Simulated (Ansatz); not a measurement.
Calculated with Ansatz (gas phase, PBE0-D4/def2-TZVP geometries, no zero-point term in ΔE). CBS: MP2 limit from def2 TZ/QZ plus the TZ coupled-cluster correction, frozen cores. This one scheme is used for every species. DFT in def2-TZVPP. B3LYP here is the variant with VWN-RPA as its local correlation; programs differ in this. For Ga outer-core shells are correlated without core-valence functions, which leaves a few kJ/mol of doubt a bond. Scalar relativity is left out up to krypton. One conformer a species, not always the lowest.

Reaction (substitution at a C–B bond): `O=CB(S)Cl` + `[SH][GaH2]` → `O=C[S][GaH2]` + `SBCl`

`O=CB(S)Cl`:

```xyz
7

O    -1.953    0.797    0.079
C    -0.974    0.132    0.293
B     0.415    0.326   -0.487
S     1.803   -0.712   -0.100
Cl    0.553    1.551   -1.707
H    -1.013   -0.668    1.073
H     1.170   -1.427    0.850
```

`[SH][GaH2]`:

Z-matrix (Å, degrees):
```
Ga
S 1 2.199
H 1 1.559 2 115.2
H 1 1.560 2 118.1 3 -180.0
H 2 1.343 1 95.0 3 180.0
```

`O=C[S][GaH2]`:

```xyz
7

O     1.522    1.068   -1.994
C     0.802    0.713   -1.115
S     0.839   -0.947   -0.444
Ga   -0.747   -0.776    1.086
H     0.053    1.373   -0.639
H    -1.434    0.622    1.183
H    -1.035   -2.054    1.922
```

`SBCl`:

```xyz
5

S     0.548   -0.317    1.183
B    -0.285    0.257   -0.279
Cl   -1.392    1.600   -0.138
H     1.239   -1.297    0.577
H    -0.111   -0.244   -1.343
```

```tsv
level	ΔE (kJ/mol)
revPBE-D4	-17.2
B3LYP-D4	-11.3
BHLYP-D4	-6.6
CCSD/def2-SVP	7.5
MP2/def2-TZVPP	-9.3
CCSD(T)/def2-TZVPP	-4.5
MP2/def2-QZVPP	-11.1
MP2/CBS(def2)	-11.9
```

Q: What does CCSD(T)/CBS give? (Estimate.)

A: The calculation gave: -7.1 kJ/mol. The listed levels differ from it by -10.1, -4.2, 0.5, 14.6, -2.2, 2.6, -4.0, -4.8 kJ/mol.

Q: What do rigid-rotor, harmonic-oscillator terms from PBE0-D4/def2-TZVP frequencies (298.15 K, 1 bar) make of the CCSD(T)/CBS value? (Best estimate.)

A: Computed: ΔZPE = +3.2 kJ/mol, ΔH = -4.6 kJ/mol, ΔS = -5 J/(mol·K), ΔG = -3.2 kJ/mol.

Largest T1 diagnostic among the species: 0.016.

From r2SCAN to r2SCAN0 (25 % exact exchange), in def2-TZVPP and without D4, ΔE moves by +3.8 kJ/mol. Leaving LDA and LC-ωPBE aside and taking each functional with its dispersion term where it has one, the values, not all of them listed here, spread over 11.0 kJ/mol, from revPBE-D4 to ωB97M-V.
